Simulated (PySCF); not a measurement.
**Structure and vertical S1–T1 gap**

Level of theory: PySCF 2.14.0, TDA CAM-B3LYP/aug-cc-pVDZ excited states, vertical, gas phase. Geometry: PBE0-D3(BJ)/def2-SVP.

Each molecule in one low-energy conformer.

Scalar relativity is left out, which matters for the atoms heavier than Zn.

Task: How does the vertical S1–T1 gap change along this series?
- O=C(O)c1ccc(F)cc1 (H on C replaced by F)
- O=C(O)c1ccc(S)cc1 (H on C replaced by SH)
- Cc1ccc(C(=O)O)cc1 (H on C replaced by CH3)
- C=Cc1ccc(C(=O)O)cc1 (H on C replaced by vinyl)
- O=C(O)c1ccc(Br)cc1 (H on C replaced by Br)

Result: 
```csv
molecule,S1 (eV),S1 from,f(S1),T1 (eV),T1 from,S1 − T1 (eV),S0–T1 spin-orbit coupling (cm⁻¹),S1–T1 spin-orbit coupling (cm⁻¹)
O=C(O)c1ccc(F)cc1,5.26,HOMO−1→LUMO / HOMO→LUMO+1,0.001,3.80,HOMO→LUMO,1.46,0.03,0.06
O=C(O)c1ccc(S)cc1,4.95,HOMO→LUMO+2 / HOMO−1→LUMO,0.013,3.45,HOMO→LUMO,1.51,0.35,0.09
Cc1ccc(C(=O)O)cc1,5.15,HOMO−1→LUMO,0.010,3.73,HOMO→LUMO,1.42,0.17,0.21
C=Cc1ccc(C(=O)O)cc1,4.86,HOMO−1→LUMO,0.177,3.02,HOMO→LUMO,1.84,0.07,0.09
O=C(O)c1ccc(Br)cc1,5.12,HOMO−1→LUMO / HOMO→LUMO+1,0.008,3.66,HOMO→LUMO,1.46,0.13,0.39
```
The vertical S1–T1 gap is lowest for Cc1ccc(C(=O)O)cc1 and highest for C=Cc1ccc(C(=O)O)cc1.
